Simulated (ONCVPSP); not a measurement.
## W: one change to an ONCV potential, before and after

W, optimised norm-conserving Vanderbilt (ONCV), made with ONCVPSP 4.0.1 (PBE, non-relativistic). Core [Kr] 4d10 4f14, reference 5s2 5p6 5d4 6s1 (charge +1). Waves: 5s+6s: rc 2.15 bohr, ncon 5, nbas 8, qcut 4.2 1/bohr, 2 projectors; 5p: rc 1.85 bohr, ncon 4, nbas 7, qcut 6.6 1/bohr, 3 projectors, debl 2.3 Ha; 5d: rc 2.20 bohr, ncon 5, nbas 9, qcut 6.3 1/bohr, 2 projectors, debl 2.4 Ha. Local part: polynomial inside 1.20 bohr (lpopt 5, dvloc0 1 Ha). Core correction: none.

Change: s: rc 1.48.

Cutoffs: the cutoffs (Ha) at which the residual kinetic energy of the hardest occupied pseudo-wave falls to 1 and 0.1 mHa per electron; they do not see the model core or the augmentation charge, which bear on the density cutoff. Errors are all-electron minus pseudo energies relative to the spin-unpolarised reference configuration.

Problem. What does the change do?

Solution. The potential gets harder (14 Ha and 36 Ha → 73 Ha and 82 Ha); the lowest positive-energy flag moves from s at 47.2 eV to s at 180.8 eV; of the 4 tests that both files solve, the error grows in 3 and shrinks in 0 by more than 15 % and 0.3 meV (median size 0.6 → 1.6 meV); neither file shows a bound ghost. A smaller radius makes the pseudo-wave follow the all-electron one further in, where it bends more sharply, so more plane waves are needed. That the errors move this way runs against the usual rule that smaller radii transfer better.

```csv
quantity,base,changed
"cutoff, loose",14 Ha,73 Ha
"cutoff, tight",36 Ha,82 Ha
loose cutoff by channel,"s 13 Ha, p 10 Ha, d 14 Ha","s 73 Ha, p 10 Ha, d 14 Ha"
bound ghosts,none,none
GHOST(+) flags under 300 eV,s at 47.2 eV,s at 180.8 eV
"error for 5s2 5p6 5d4 6s2, meV [ΔE -7.66 eV]",0.0,+0.7
"error for 5s2 5p6 5d4 6s0, meV [ΔE 13.89 eV]",+0.8,+2.4
"error for 5s2 5p6 5d3 6s0, meV [ΔE 40.04 eV]",+3.7,+4.6
"error for 5s2 5p6 5d4 6s0 6p2, meV [ΔE -0.80 eV]",+0.4,+0.6
p: phases at 1.87 bohr within 0.05 rad from the reference energy up to (Ha; the scan ends near 5),to the end of the scan,to the end of the scan
d: phases at 2.23 bohr within 0.05 rad from the reference energy up to (Ha; the scan ends near 5),to the end of the scan,to the end of the scan
```
